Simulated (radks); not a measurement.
Removal energies from the aluminium ion Al8+, [He] 2s2 2p1, by Delta-SCF beside the eigenvalue of the level emptied. All-electron calculation, non-relativistic Kohn-Sham, PBE, spin-polarised, spherical densities, point nucleus. Program: a radial shooting solver on a logarithmic mesh with Libxc functionals. Open shells are filled with parallel spins first.

\begin{tabular}{lrrr}
removed from & final configuration & Delta-SCF (eV) & -eigenvalue (eV) \\ \hline
2p & [He] 2s2 & 330.06 & 307.68 \\
2s & [He] 2s1 2p1 & 347.54 & 330.40 \\
1s & 1s1 2s2 2p1 & 1880.3 & 1807.7 \\
\end{tabular}
